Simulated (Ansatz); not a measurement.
All values below come from B3LYP-D3(BJ)/def2-TZVP run with Ansatz (a first-principles code). No frequencies were computed at this level.

Ansatz 0.2 input:
```yaml
crystal:
  periodic: [false, false, false]
  atoms:
    - { symbol: C, position_ang: [1.977507, -0.62512, -0.223513] }
    - { symbol: C, position_ang: [0.894506, 0.026481, 0.110945] }
    - { symbol: C, position_ang: [0.102806, 0.680396, 1.157686] }
    - { symbol: C, position_ang: [-0.407745, 0.581299, -0.270351] }
    - { symbol: C, position_ang: [-1.561147, -0.338919, -0.594191] }
    - { symbol: H, position_ang: [2.142618, -0.967586, -1.232788] }
    - { symbol: H, position_ang: [2.752924, -0.844951, 0.493424] }
    - { symbol: H, position_ang: [-0.364426, 0.059753, 1.909996] }
    - { symbol: H, position_ang: [0.42145, 1.643392, 1.531492] }
    - { symbol: H, position_ang: [-0.406236, 1.497997, -0.85145] }
    - { symbol: H, position_ang: [-1.535952, -0.623868, -1.644751] }
    - { symbol: H, position_ang: [-1.504763, -1.24314, 0.007769] }
    - { symbol: H, position_ang: [-2.511544, 0.154266, -0.394267] }
basis:
  gaussian: { orbitals: def2-tzvp }
hamiltonian:
  xc: b3lyp
  dispersion: d3bj
relax:
  max_steps: 150
```

Output:

```
Functional definition: B3LYP
1252 factors; their error is unknown
mean field evaluation 1: about -5303.3654 eV, gradient 7.2e1 eV
mean field evaluation 2: about -5295.1509 eV, gradient 9.0e1 eV
mean field evaluation 4: about -5315.7944 eV, gradient 7.8e0 eV
mean field evaluation 8: about -5315.9026 eV, gradient 6.2e-1 eV
mean field evaluation 16: about -5315.9032 eV, gradient 2.9e-5 eV
mean field -5315.90320602 eV, -195.3558395727 hartree, gradient 2.9e-5 eV, S^2 0.000000; 0 other end points of the search recorded, 0 dependent functions left out
reference -5315.90349295 eV, -195.3558501170 hartree; 19, 19 occupied and 184, 184 virtual orbitals, 1252 factors
relax step   1: F+E_penalty+E_count = -5316.32391741 eV  Δ(F+E_penalty+E_count) = +0.000e0 eV  max|allowed force component| = 5.102e-1 eV/Å  Δτ_max = 0.0000 Å  (28 SCF iters, accepted)
these checks for a lower state are left out or cut short: starts, cluster_reference, orbital_swaps, neighbouring_geometries, increment
1252 factors; their error is unknown
mean field -5315.91325708 eV, -195.3562089421 hartree, gradient 2.5e-5 eV, S^2 0.000000; 0 other end points of the search recorded, 0 dependent functions left out
reference -5315.91354462 eV, -195.3562195093 hartree; 19, 19 occupied and 184, 184 virtual orbitals, 1252 factors
relax step   2: F+E_penalty+E_count = -5316.33290728 eV  Δ(F+E_penalty+E_count) = -8.990e-3 eV  max|allowed force component| = 2.206e-1 eV/Å  Δτ_max = 0.0142 Å  (33 SCF iters, accepted)
these checks for a lower state are left out or cut short: starts, cluster_reference, orbital_swaps, neighbouring_geometries, increment
1252 factors; their error is unknown
mean field -5315.91555875 eV, -195.3562935270 hartree, gradient 2.5e-5 eV, S^2 0.000000; 0 other end points of the search recorded, 0 dependent functions left out
reference -5315.91584634 eV, -195.3563040960 hartree; 19, 19 occupied and 184, 184 virtual orbitals, 1252 factors
relax step   3: F+E_penalty+E_count = -5316.33482967 eV  Δ(F+E_penalty+E_count) = -1.922e-3 eV  max|allowed force component| = 7.019e-2 eV/Å  Δτ_max = 0.0243 Å  (31 SCF iters, accepted)
these checks for a lower state are left out or cut short: starts, cluster_reference, orbital_swaps, neighbouring_geometries, increment
1252 factors; their error is unknown
mean field evaluation 32: about -5315.9431 eV, gradient 8.6e-1 eV
mean field -5315.91605458 eV, -195.3563117486 hartree, gradient 2.5e-5 eV, S^2 0.000000; 0 other end points of the search recorded, 0 dependent functions left out
reference -5315.91634226 eV, -195.3563223204 hartree; 19, 19 occupied and 184, 184 virtual orbitals, 1252 factors
relax step   4: F+E_penalty+E_count = -5316.33539292 eV  Δ(F+E_penalty+E_count) = -5.633e-4 eV  max|allowed force component| = 3.411e-2 eV/Å  Δτ_max = 0.0131 Å  (33 SCF iters, accepted)
these checks for a lower state are left out or cut short: starts, cluster_reference, orbital_swaps, neighbouring_geometries, increment
1252 factors; their error is unknown
mean field -5315.91601447 eV, -195.3563102745 hartree, gradient 2.5e-5 eV, S^2 0.000000; 0 other end points of the search recorded, 0 dependent functions left out
reference -5315.91630205 eV, -195.3563208430 hartree; 19, 19 occupied and 184, 184 virtual orbitals, 1252 factors
relax step   5: F+E_penalty+E_count = -5316.33540446 eV  Δ(F+E_penalty+E_count) = -1.153e-5 eV  max|allowed force component| = 4.405e-2 eV/Å  Δτ_max = 0.0038 Å  (33 SCF iters, accepted)
these checks for a lower state are left out or cut short: starts, cluster_reference, orbital_swaps, neighbouring_geometries, increment
1252 factors; their error is unknown
mean field -5315.91578828 eV, -195.3563019623 hartree, gradient 2.5e-5 eV, S^2 0.000000; 0 other end points of the search recorded, 0 dependent functions left out
reference -5315.91607592 eV, -195.3563125328 hartree; 19, 19 occupied and 184, 184 virtual orbitals, 1252 factors
relax step   6: F+E_penalty+E_count = -5316.33538962 eV  Δ(F+E_penalty+E_count) = +1.484e-5 eV  max|allowed force component| = 4.318e-2 eV/Å  Δτ_max = 0.0084 Å  (32 SCF iters, rejected (line search))
these checks for a lower state are left out or cut short: starts, cluster_reference, orbital_swaps, neighbouring_geometries, increment
1252 factors; their error is unknown
mean field -5315.91616376 eV, -195.3563157609 hartree, gradient 2.5e-5 eV, S^2 0.000000; 0 other end points of the search recorded, 0 dependent functions left out
reference -5315.91645137 eV, -195.3563263303 hartree; 19, 19 occupied and 184, 184 virtual orbitals, 1252 factors
relax step   7: F+E_penalty+E_count = -5316.33554917 eV  Δ(F+E_penalty+E_count) = -1.447e-4 eV  max|allowed force component| = 9.116e-3 eV/Å  Δτ_max = 0.0042 Å  (33 SCF iters, accepted)
1252 factors; their error is unknown
mean field evaluation 64: about -5315.9162 eV, gradient 9.8e-3 eV
mean field -5315.91616376 eV, -195.3563157609 hartree, gradient 2.5e-5 eV, S^2 0.000000; 1 other end points of the search recorded, 0 dependent functions left out
reference -5315.91645137 eV, -195.3563263303 hartree; 19, 19 occupied and 184, 184 virtual orbitals, 1252 factors
Total energy: -5316.33583677 eV, -195.3717384596 hartree
Atom 0 at     1.980369    -0.624924    -0.226897 Å, force    -0.004111    -0.001868     0.002482 eV/Å
Atom 1 at     0.894249     0.034471     0.115334 Å, force     0.003285    -0.000836    -0.002949 eV/Å
Atom 2 at     0.112982     0.683787     1.170076 Å, force     0.001263     0.002097     0.004896 eV/Å
Atom 3 at    -0.407372     0.575853    -0.272079 Å, force    -0.001762    -0.001019    -0.002327 eV/Å
Atom 4 at    -1.563177    -0.340871    -0.599880 Å, force    -0.007360     0.003445    -0.009116 eV/Å
Atom 5 at     2.134567    -0.967931    -1.243530 Å, force     0.000676     0.001106     0.002291 eV/Å
Atom 6 at     2.757581    -0.847464     0.495049 Å, force    -0.000395     0.001109    -0.004304 eV/Å
Atom 7 at    -0.360891     0.059987     1.920950 Å, force    -0.000706     0.000696    -0.001519 eV/Å
Atom 8 at     0.422947     1.658653     1.529457 Å, force    -0.001626    -0.002114     0.002050 eV/Å
Atom 9 at    -0.392484     1.506832    -0.832664 Å, force     0.000878    -0.002450     0.000916 eV/Å
Atom 10 at    -1.538967    -0.640021    -1.650113 Å, force    -0.000404    -0.001364     0.005506 eV/Å
Atom 11 at    -1.519201    -1.248684     0.004569 Å, force     0.003956     0.004431     0.001761 eV/Å
Atom 12 at    -2.520605     0.150312    -0.410272 Å, force     0.006306    -0.003233     0.000312 eV/Å
Dipole moment:    -0.100915     0.042329     0.000254 e Å
```

Cost: about 60 core-seconds (a rough figure).
